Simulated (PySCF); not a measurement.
OZn. Atoms are numbered in the order given.

```xyz
2

Zn     0.0000     0.0000    -0.3580
O      0.0000     0.0000     1.3427
```

The structure is a stationary point at PBE0-D3(BJ)/def2-TZVPD.

Level of theory: PySCF with PBE0/def2-TZVPD.

### Question
Estimate the frontier levels, gap, dipole moment and polarisability. (An estimate is asked for; the answer gives what the named calculation found.)

### Answer

The highest occupied level comes out as -7.09 eV and the lowest empty level is -4.22 eV. The orbital gap is 2.87 eV. The dipole moment is 6.00 D and the quadrupole, principal values (traceless, Buckingham form, about the centre of nuclear charge) is -2.23, 1.11, 1.11 D·Å. The mean static polarisability is 38.2 bohr³ (5.67 Å³). The polarisability, principal values comes out as 32.0, 32.0, 50.7 bohr³.
